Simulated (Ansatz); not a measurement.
Ansatz results at the PBE0-D4/def2-TZVP geometry: HOMO energy (PBE0/def2-TZVPP) -7.88 eV; HOMO energy (B3LYP/def2-TZVPP) -7.65 eV; HOMO–LUMO gap (B3LYP/def2-TZVPP) 6.79 eV.

Each molecule was computed in one conformer, which needn't be the lowest.

Q: Which molecule gave them?
A. `CC1=NCO1`
B. `NC1=C(O)C1`
C. `C[CH]1B[NH][SnH2]1`
D. `N=CC1CO1`

A: D. The others give `CC1=NCO1`: -7.76, -7.53, 7.67; `C[CH]1B[NH][SnH2]1`: -7.08, -6.91, 5.96; `NC1=C(O)C1`: -5.40, -5.21, 5.65.

B3LYP here is the variant with VWN-RPA as its local correlation; programs differ in this.
